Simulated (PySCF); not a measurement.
Al(Cl)(H)(OSiH3), SMILES [SiH3][O][AlH][Cl] at its B3LYP/def2-SVP optimised geometry (Å):

```
8

Al    -1.3563     1.3728     0.1769
Cl    -2.4599     1.8169     1.9131
H     -1.1580     2.4621    -0.9278
O     -0.6948    -0.1724     0.0000
Si    -0.1353    -1.7313     0.0000
H     -0.6211    -2.4407    -1.2189
H     -0.6182    -2.4621     1.2077
H      1.3563    -1.7313     0.0000
```

Level of theory: B3LYP/def2-TZVP (PySCF 2.14.0). Cells within 0.4 Å of a nucleus heavier than hydrogen are left out (blank, or x).

Map of the Laplacian of the electron density (e/bohr⁵), clipped to [-1.50, 1.50] on the plane z = 0.0 Å:

```
|555555555555555555555555555|
|555555555555555555555555555|
|555555555555555555555555555|
|555555555555555555555555555|
|555555555555555555555555555|
|555555555555555555555555555|
|555555555555555555555555555|
|555555555755555555555555555|
|555555559996555555555555555|
|555555579xx8555555555555555|
|555555569x96555555555555555|
|555555556865555555555555555|
|555555555554655555555555555|
|5555555556xxx65555555555555|
|5555555556xxx65555555555555|
|555555555663555555555555555|
|555555555555675555555555555|
|5555555555589x9444555555555|
|555555555559xx9420555555555|
|5555555555589x9444555555555|
|555555555555675555555555555|
|555555555555555555555555555|
|555555555555555555555555555|
|555555555555555555555555555|
|555555555555555555555555555|
|555555555555555555555555555|
|555555555555555555555555555|
```
Scale: ten equal steps from -1.50 (start of '0') to 1.50 (end of '9'), in the order '0123456789'; x runs from -4.50 to 4.50, y from -4.50 (bottom) to 4.50 (top).
